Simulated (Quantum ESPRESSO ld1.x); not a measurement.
Values are calculated unless marked as measured or tabulated.
The run below uses ld1.x (Quantum ESPRESSO 7.5).

```
 &input
    zed=41.0,
    iswitch=1,
    rel=0,
    lsd=1,
    dft='PW',
    config='[He] 2s2 2p2 3s0 3p0 3d0',
    verbosity='high',
    prefix='ld1',
    max_out_wfc=37,
    file_charge='ld1.rho',
 /
```

It prints:

```
     Program LD1 v.7.5 starts

     --------------------------- All-electron run ----------------------------

     atomic number is 41.00
     dft =PW   lsd =1 sic =0 latt =0  beta=0.20 tr2=1.0E-14
     Exchange-correlation= PW
                           (   1   4   0   0   0   0   0)
     mesh =1915 r(mesh) =  99.32804 a.u. xmin = -7.00 dx = 0.00800
     1 Ry =  13.60569312 eV

     n l     nl                  e(Ry)          e(Ha)          e(eV)
     1 0     1S 1( 1.00)   -1541.209955864    -770.604977932 -20969.2296976
     2 0     2S 1( 1.00)    -349.070487165    -174.535243583  -4749.3459267
     2 1     2P 1( 2.00)    -340.537809157    -170.268904578  -4633.2529282
     3 0     3S 1( 0.00)    -147.771447252     -73.885723626  -2010.5329637
     3 1     3P 1( 0.00)    -144.938471877     -72.469235939  -1971.9883701
     3 2     3D 1( 0.00)    -141.720324916     -70.860162458  -1928.2032501
     1 0     1S 2( 1.00)   -1539.589683794    -769.794841897 -20947.1847730
     2 0     2S 2( 1.00)    -346.586846332    -173.293423166  -4715.5542717
     2 1     2P 2( 0.00)    -337.459107822    -168.729553911  -4591.3650626
     3 0     3S 2( 0.00)    -147.159092876     -73.579546438  -2002.2014579
     3 1     3P 2( 0.00)    -144.212097053     -72.106048527  -1962.1055371
     3 2     3D 2( 0.00)    -140.770037884     -70.385018942  -1915.2739364

     final scf error:  1.3E-16 reached in  12 iterations

     Etot =   -4773.990435 Ry,   -2386.995217 Ha,  -64953.448830 eV
     Total magnetization:    2.00 Bohr mag.

     Ekin =    4772.908128 Ry,    2386.454064 Ha,   64938.723291 eV
     Encl =   -9809.518399 Ry,   -4904.759199 Ha, -133465.297017 eV
     Eh   =     342.835694 Ry,     171.417847 Ha,    4664.517241 eV
     Exc  =     -80.215858 Ry,     -40.107929 Ha,   -1091.392344 eV

     normalization and overlap integrals

     s(1S/1S) =  1.000000  <r> =   0.0371  <r2> =    0.0018  r(max) =   0.0246
     s(1S/2S) = -0.000000
     s(1S/3S) =  0.000000
     s(2S/2S) =  1.000000  <r> =   0.1542  <r2> =    0.0278  r(max) =   0.1330
     s(2S/3S) =  0.000000
     s(2P/2P) =  1.000000  <r> =   0.1306  <r2> =    0.0206  r(max) =   0.1038
     s(2P/3P) =  0.000000
     s(3S/3S) =  1.000000  <r> =   0.3573  <r2> =    0.1450  r(max) =   0.3418
     s(3P/3P) =  1.000000  <r> =   0.3363  <r2> =    0.1303  r(max) =   0.3206
     s(3D/3D) =  1.000000  <r> =   0.2868  <r2> =    0.0943  r(max) =   0.2442
     s(1S/1S) =  1.000000  <r> =   0.0371  <r2> =    0.0018  r(max) =   0.0246
     s(1S/2S) = -0.000000
     s(1S/3S) =  0.000000
     s(2S/2S) =  1.000000  <r> =   0.1547  <r2> =    0.0280  r(max) =   0.1330
     s(2S/3S) =  0.000000
     s(2P/2P) =  1.000000  <r> =   0.1311  <r2> =    0.0207  r(max) =   0.1038
     s(2P/3P) =  0.000000
     s(3S/3S) =  1.000000  <r> =   0.3586  <r2> =    0.1461  r(max) =   0.3445
     s(3P/3P) =  1.000000  <r> =   0.3378  <r2> =    0.1314  r(max) =   0.3206
     s(3D/3D) =  1.000000  <r> =   0.2889  <r2> =    0.0956  r(max) =   0.2462

     ------------------------ End of All-electron run ------------------------
```

Run on one thread of a shared host, so times are rough (Intel(R) Xeon(R) Processor @ 2.60GHz): 0.57 s of CPU time, 0.6 s wall, 12 iterations on 1915 mesh points.
